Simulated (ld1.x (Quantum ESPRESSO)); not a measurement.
## Pseudopotential generation for manganese (Mn): TM, PBE, scalar-relativistic.

The input file (ld1.x (Quantum ESPRESSO) 7.5):

```
&input
   title='Mn', zed=25., rel=1, dft='PBE', iswitch=3,
   config='[Ar] 3d5 4s1 4p0',
   nld=3, rlderiv=1.80, eminld=-7.0, emaxld=5.0, deld=0.02
 /
 &inputp
   pseudotype=2, tm=.true., lloc=0,
   nlcc=.false.,
   file_pseudopw='Mn.UPF', file_wfcaegen='ae.wfc', file_wfcncgen='nc.wfc', file_beta='beta', file_chi='chi'
 /
3
3P  2  1   6.00   0.00  1.05  1.05  0.0
3D  3  2   5.00   0.00  1.10  1.10  0.0
4S  1  0   1.00   0.00  1.65  1.65  0.0
 &test
   configts(1)='3p6 3d5 4s1 4p0'
 /
```

Command:

```bash
ld1.x < Mn.in > Mn.out
```

Output (shortened: banner, matrices, multipoles, cross overlaps and the repeated all-electron block are left out):

```
Program LD1 v.7.5
     --------------------------- All-electron run ----------------------------

     Mn
     scalar relativistic calculation

     atomic number is 25.00
     dft =PBE   lsd =0 sic =0 latt =0  beta=0.20 tr2=1.0E-14
     Exchange-correlation= PBE
                           (   1   4   3   4   0   0   0)
     mesh =1187 r(mesh) = 100.09544 a.u. xmin = -7.00 dx = 0.01250
     1 Ry =  13.60569312 eV, c = 137.03599908

     n l     nl                  e(Ry)          e(Ha)          e(eV)
     1 0     1S 1( 2.00)      -473.1729      -236.5865     -6437.8457
     2 0     2S 1( 2.00)       -55.2754       -27.6377      -752.0600
     2 1     2P 1( 6.00)       -46.9154       -23.4577      -638.3161
     3 0     3S 1( 2.00)        -6.9164        -3.4582       -94.1030
     3 1     3P 1( 6.00)        -4.6179        -2.3090       -62.8298
     3 2     3D 1( 5.00)        -1.0957        -0.5478       -14.9077
     4 0     4S 1( 1.00)        -0.8730        -0.4365       -11.8775
     4 1     4P 1( 0.00)        -0.5287        -0.2643        -7.1932

     final scf error:  6.5E-15 reached in  30 iterations

     Etot =   -2315.975618 Ry,   -1157.987809 Ha,  -31510.453542 eV

     Ekin =    2341.567003 Ry,    1170.783502 Ha,   31858.642071 eV
     Encl =   -5514.471842 Ry,   -2757.235921 Ha,  -75028.211618 eV
     Eh   =     960.417154 Ry,     480.208577 Ha,   13067.141067 eV
     Exc  =    -103.487933 Ry,     -51.743967 Ha,   -1408.025062 eV

     normalization and overlap integrals

     s(1S/1S) =  1.000000  <r> =   0.0609  <r2> =    0.0050  r(max) =   0.0400
     s(2S/2S) =  1.000000  <r> =   0.2794  <r2> =    0.0922  r(max) =   0.2331
     s(2P/2P) =  1.000000  <r> =   0.2471  <r2> =    0.0751  r(max) =   0.1885
     s(3S/3S) =  1.000000  <r> =   0.8519  <r2> =    0.8379  r(max) =   0.7361
     s(3P/3P) =  1.000000  <r> =   0.9046  <r2> =    0.9652  r(max) =   0.7547
     s(3D/3D) =  1.000000  <r> =   1.1868  <r2> =    1.8607  r(max) =   0.7642
     s(4S/4S) =  1.000000  <r> =   2.8083  <r2> =    9.0199  r(max) =   2.3836
     s(4P/4P) =  1.000000  <r> =   3.5456  <r2> =   14.4751  r(max) =   2.9480

     ------------------------ End of All-electron run ------------------------

     --------------------- Generating NC pseudopotential ---------------------

      Generating local pot.: lloc=0, matching radius rcloc =   1.6500

      Wfc   3P  rcut= 1.058  Using Troullier-Martins method

      Wfc   3D  rcut= 1.112  Using Troullier-Martins method

     ------------------- End of pseudopotential generation -------------------

     Computing logarithmic derivative in   1.79929
     Computing logarithmic derivative in   1.79929
     Computing the partial wave expansion
       no projector for channel:   0
     R is outside the sphere for l=    1 j= 0.00
     R is outside the sphere for l=    2 j= 0.00

     ---------------------- Testing the pseudopotential ----------------------

     Mn
     scalar relativistic calculation

     atomic number is 25.00   valence charge is 13.00
     dft =PBE   lsd =0 sic =0 latt =0  beta=0.20 tr2=1.0E-14
     mesh =1187 r(mesh) = 100.09544 xmin = -7.00 dx = 0.01250

     n l     nl             e AE (Ry)        e PS (Ry)    De AE-PS (Ry)
     2 1     3P   1( 6.00)       -4.61791       -4.61796        0.00006
     3 2     3D   1( 5.00)       -1.09569       -1.09569       -0.00001
     1 0     4S   1( 1.00)       -0.87298       -0.87298       -0.00000
     3 1     4P   1( 0.00)       -0.52869       -0.46827       -0.06042  !

     eps = 9.4E-15  iter = 30

     Etot =   -2315.975618 Ry,   -1157.987809 Ha,  -31510.453542 eV
     Etotps =  -145.935442 Ry,     -72.967721 Ha,   -1985.552839 eV

     Ekin =      98.954909 Ry,      49.477455 Ha,    1346.350126 eV
     Encl =    -214.072760 Ry,    -107.036380 Ha,   -2912.608285 eV
     Ehrt =     117.078854 Ry,      58.539427 Ha,    1592.938965 eV
     Ecxc =     -17.406686 Ry,      -8.703343 Ha,    -236.830026 eV
     Epseu=    -130.489759 Ry,     -65.244880 Ha,   -1775.403621 eV

     ---------------------- End of pseudopotential test ----------------------
```

Generation and configuration tests took about 3 s on one core of a shared server CPU.
